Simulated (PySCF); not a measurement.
# Atomic charges by several schemes

Compound: [(OH)3Si]2O.
Z-matrix (Å and degrees, PBE0-D3(BJ)/def2-SVP geometry), rows numbered from 1:
```
Si
O   1  1.6360
O   1  1.6406  2  110.64
O   1  1.6432  2  111.93  3   120.20
O   1  1.6720  2  107.85  3  -120.42
Si  5  1.6377  1  131.79  2    40.01
O   6  1.6420  5  116.25  1    97.71
O   6  1.6463  5  108.77  1  -141.47
O   6  1.6627  5  104.48  1   -18.96
H   2  0.9716  1  111.86  3    88.27
H   3  0.9608  1  116.41  2   168.49
H   4  0.9606  1  116.53  2    53.77
H   7  0.9615  6  115.62  5    94.39
H   8  0.9614  6  115.62  5    25.74
H   9  0.9621  6  116.10  5   151.98
```

Density: PBE0/pcSseg-1 (PySCF); schemes: Mulliken, IAO, Hirshfeld and ESP-fitted. The structure is a single PBE0-D3(BJ)/def2-SVP conformer in the gas phase; no vibrational or solvent corrections.

Q: At which atom do the 4 schemes differ most?

A: At Si1: from +0.563 (Hirshfeld) to +1.697 e (IAO), 1.134 e apart.

Q: Which atoms carry the lowest charge in the Mulliken, IAO, Hirshfeld and ESP-fitted schemes?

A: The schemes don't all agree: Mulliken O5 (-0.771); IAO O5 (-0.896); Hirshfeld O5 (-0.331); ESP-fitted O9 (-0.853).

Q: Which atoms carry the highest charge in the Mulliken, IAO, Hirshfeld and ESP-fitted schemes?

A: All schemes pick atoms of one kind: Mulliken Si1 and Si6 (+1.290); IAO Si1 (+1.697); Hirshfeld Si6 (+0.574); ESP-fitted Si1 (+1.420).

Q: Tabulate the Mulliken, IAO, Hirshfeld and ESP-fitted charges.

A: In e:

```tsv
atom	environment	Mulliken	IAO	Hirshfeld	ESP-fitted
Si1	silicon bonded to 4 O	+1.290	+1.697	+0.563	+1.420
O2	oxygen bonded to Si and H	-0.566	-0.800	-0.324	-0.799
O3	oxygen bonded to Si and H	-0.551	-0.785	-0.311	-0.756
O4	oxygen bonded to Si and H	-0.550	-0.786	-0.314	-0.777
O5	oxygen bonded to 2 Si	-0.771	-0.896	-0.331	-0.809
Si6	silicon bonded to 4 O	+1.290	+1.694	+0.574	+1.317
O7	oxygen bonded to Si and H	-0.554	-0.786	-0.310	-0.761
O8	oxygen bonded to Si and H	-0.555	-0.790	-0.317	-0.786
O9	oxygen bonded to Si and H	-0.607	-0.786	-0.276	-0.853
H10	hydrogen on O2	+0.273	+0.365	+0.131	+0.486
H11	hydrogen on O3	+0.255	+0.372	+0.182	+0.448
H12	hydrogen on O4	+0.255	+0.371	+0.181	+0.445
H13	hydrogen on O7	+0.262	+0.377	+0.183	+0.463
H14	hydrogen on O8	+0.258	+0.374	+0.181	+0.465
H15	hydrogen on O9	+0.270	+0.380	+0.188	+0.497
```

Mean size of the charges over all atoms: IAO 0.751 e, ESP-fitted 0.739 e, Mulliken 0.554 e, Hirshfeld 0.291 e. Each set sums to the total charge, 0, to within 0.001 e. The Mulliken scheme gives each basis function's population to the atom it is centred on and halves the overlap population of two atoms between them. The IAO scheme counts the electrons in orthogonalised intrinsic atomic orbitals, a minimal basis polarised so that it spans the occupied orbitals exactly.

Q: How many electrons does the Mulliken scheme count on Si1?

A: Z − q = 14 − (+1.290) = 12.710.

Q: Sum the charges by element.

A: 
```
element  atoms  Mulliken     IAO  Hirshfeld  ESP-fitted
     Si      2    +2.580  +3.391     +1.137      +2.737
      O      7    -4.153  -5.630     -2.183      -5.542
      H      6    +1.573  +2.239     +1.046      +2.805
```
